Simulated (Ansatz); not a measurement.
The cluster Au₂Br⁺, relaxed as a singlet with RKS r2SCAN-D4/def2-TZVP in Ansatz, starting from the GFN1-xTB geometry. Force threshold 0.02 eV/Å.

In the def2 sets Au takes a core potential; there is no spin–orbit coupling. The relaxation made no stability test and no search for a lower SCF solution. No other spin state of charge 1 was run. The structure comes from a short search, and lower isomers may exist.

Start:

```
atom   x (Å)   y (Å)   z (Å)
 Au1   1.355   0.909  -1.214
 Au2  -0.693  -1.456   1.240
 Br3  -0.661   0.547  -0.025
```

```csv
step,energy (eV),largest force component (eV/Å),SCF passes
1,-77429.1512,0.362,17
2,-77429.1876,0.097,26
3,-77429.2032,0.066,25
4,-77429.2050,0.011,20
5,-77429.2057,0.011,21
6,-77429.2070,0.017,19
7,-77429.2148,0.053,26
8,-77429.2164,0.059,20
9,-77429.2439,0.150,26
10,-77429.2443,0.088,20
11,-77429.2459,0.002,21
```

Force components are those of the run's own axes.

End:

```
atom    x (Å)    y (Å)    z (Å)
 Au1   1.2327   0.4227  -0.8528
 Au2  -0.2228  -1.2578   0.8910
 Br3  -1.0100   0.8351  -0.0382
```

By distances, no bond broke or formed, bridged metal pairs apart. The bond that changes most is Au1–Br3, from 2.37 to 2.42 Å (atoms count from 1). Metal–metal contacts that move far: Au1–Au2 3.98 to 2.83 Å. The end is the same structure that another start reached, the lowest one found.

The force fell under the threshold at step 4, but the optimiser went on and released 0.041 eV more. No frequencies were taken in this run, so the end may be a saddle point.

Hardware: 4 threads of Intel Xeon Platinum 8259CL on a shared host. Wall time 17 s.
